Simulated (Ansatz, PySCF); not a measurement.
Species: sum formula SiBrCl, charge 0, multiplicity 1. 
Geometry from a B3LYP-D3(BJ)/def2-TZVP (Ansatz, a quantum-chemistry and plane-wave program) optimisation:
```xyz
3

Si     0.3791     0.3746     1.0903
Cl     1.1144     1.8306    -0.2184
Br    -0.6929    -1.0390    -0.3300
```
Charge 0, spin multiplicity 1.

Dipole moments at this geometry, in debye (magnitudes).

| level | program | dipole (D) |
|---|---|---|
| revPBE/def2-TZVPD | Ansatz | 0.84 |
| r2SCAN/def2-TZVPD | Ansatz | 0.85 |
| TPSSh/def2-TZVPD | PySCF | 0.91 |
| M06-2X/def2-TZVPD | PySCF | [?] |
| CAM-B3LYP/def2-TZVPD | Ansatz | 1.15 |
| CCSD(T)/def2-SVPD | Ansatz | [?] |

### Question
Complete the blanks.

### Answer

- M06-2X/def2-TZVPD, dipole (D): 1.22
- CCSD(T)/def2-SVPD, dipole (D): 1.06
